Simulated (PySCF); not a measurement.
**Electronic structure of Mg (magnesium, neutral) at the B3LYP level**

Configuration: [Ne] 3s2, closed-shell 1S. All numbers are calculated (PySCF 2.14, scalar relativity by spin-free X2C-1e, in cc-pVTZ-DK (5s4p2d1f, 34 functions)).

```json
{"Total energy": "-200.4079 hartree", "One-electron energy": "-279.8140 hartree", "Hartree (Coulomb) energy": "95.8992 hartree", "Exchange-correlation energy": "-16.4931 hartree", "⟨S²⟩": "0.0000", "⟨L²⟩": "0.000", "Sum of ⟨r⟩": "12.07 bohr", "Sum of ⟨r²⟩": "28.11 bohr²", "Langevin diamagnetic susceptibility": "-22.3 ×10⁻⁶ cm³/mol", "Time after the integrals": "0.15 s of wall time on 1 thread of Neoverse-V2 (shared host)"}
```

```csv
shell,electrons,mean orbital energy (eV),"rms radius, mean of both spins (bohr)"
1s,2,-1276.5,0.151
2s,2,-84.706,0.763
2p,6,-50.186,0.780
3s,2,-5.303,3.41
```
